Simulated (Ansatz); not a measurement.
Cost and result for the atomization energy of CH$_{5}$ClSiTe, SMILES `[SiH3]C(Cl)[TeH]` (9 atoms, 8 bonds).

| atom | x (Å) | y (Å) | z (Å) |
| --- | --- | --- | --- |
| Si1 | 0.019 | 0.706 | -0.870 |
| C2 | 0.366 | -0.821 | 0.180 |
| Cl3 | 1.980 | -0.668 | 0.930 |
| Te4 | -1.225 | -1.189 | 1.573 |
| H5 | 1.147 | 0.927 | -1.811 |
| H6 | -1.239 | 0.491 | -1.630 |
| H7 | -0.120 | 1.873 | 0.035 |
| H8 | 0.385 | -1.721 | -0.436 |
| H9 | -1.311 | 0.403 | 2.029 |

The species carries charge 0 and has multiplicity 1. Correlated methods include outer-core shells of Te, which these sets cover unevenly. Te takes the def2 core potential. Geometry: relaxed with PBE0-D4/def2-TZVP. Program: Ansatz. All runs use 4 threads of an Arm Neoverse V1 on a shared host. Times are those of one run each, without the atoms' runs, and a repeat can differ threefold. Electronic energies, without spin–orbit coupling; frozen cores. CCSD(T)/CBS adds CCSD(T) − MP2 in def2-TZVPP to the MP2 limit, and its time is that of the two runs behind it. T1 = 0.011. With those shells the extrapolation isn't a true limit. B3LYP takes the VWN-RPA correlation (the form of Gaussian; ORCA's B3LYP/G).

CCSD(T)/CBS is a level of theory with its own doubt, some kJ/mol a heavy atom from the limit and from the frozen cores, so smaller differences don't rank the functionals.

| level | functions | wall time |
| --- | --- | --- |
| PBE-D4/def2-TZVPP (with forces) | 235 | 2.6 s |
| PBE0-D4/def2-TZVPP | 235 | 3.4 s |
| B3LYP-D4/def2-TZVPP (with forces) | 235 | 5.5 s |
| r2SCAN-D4/def2-TZVPP (with forces) | 235 | 6 s |
| B2PLYP/def2-TZVPP | 235 | 6 s |
| ωB97X-V/def2-TZVPP | 235 | 9 s |
| ωB97M-V/def2-TZVPP (with forces) | 235 | 14 s |
| MP2/def2-QZVPP | 429 | 19 s |
| CCSD(T)/def2-TZVPP | 235 | 2.7 min |
| CCSD(T)/CBS(def2) | – | 3 min |

Task: What atomization energy does each give, and how far from CCSD(T)/CBS? (An estimate is asked.)

Result: Ansatz gave: 
```
                             level  atomization (kcal/mol)  difference from CCSD(T)/CBS  per bond
   PBE-D4/def2-TZVPP (with forces)                   631.0                          1.9       0.2
                PBE0-D4/def2-TZVPP                   622.3                         -6.8      -0.9
 B3LYP-D4/def2-TZVPP (with forces)                   622.2                         -6.9      -0.9
r2SCAN-D4/def2-TZVPP (with forces)                   623.9                         -5.2      -0.7
                 B2PLYP/def2-TZVPP                   612.5                        -16.6      -2.1
                ωB97X-V/def2-TZVPP                   627.7                         -1.4      -0.2
  ωB97M-V/def2-TZVPP (with forces)                   623.5                         -5.6      -0.7
                    MP2/def2-QZVPP                   624.8                         -4.3      -0.5
                CCSD(T)/def2-TZVPP                   607.9                        -21.2      -2.6
                 CCSD(T)/CBS(def2)                   629.1                          0.0       0.0
```

From PBE to PBE0 (25 % exact exchange), in def2-TZVPP and without D4, the atomization energy moves by −7.7 kcal/mol: exact exchange takes away binding that semilocal exchange gives to molecules. The D4 term adds +10.7 kcal/mol with B3LYP and +5.6 kcal/mol with PBE0; it sums over pairs of atoms, weighted by their polarisabilities, and B3LYP, whose exchange is more repulsive, gets the larger term. In def2-TZVPP, CCSD(T) changes the Hartree–Fock value by +166.7 kcal/mol (the triples alone add +11.1 kcal/mol) and MP2 by +170.9 kcal/mol; breaking electron pairs costs correlation energy, which Hartree–Fock lacks.

Spin–orbit coupling would lower the free Te atoms strongly, and the atomization energy with them, by more than many differences here.
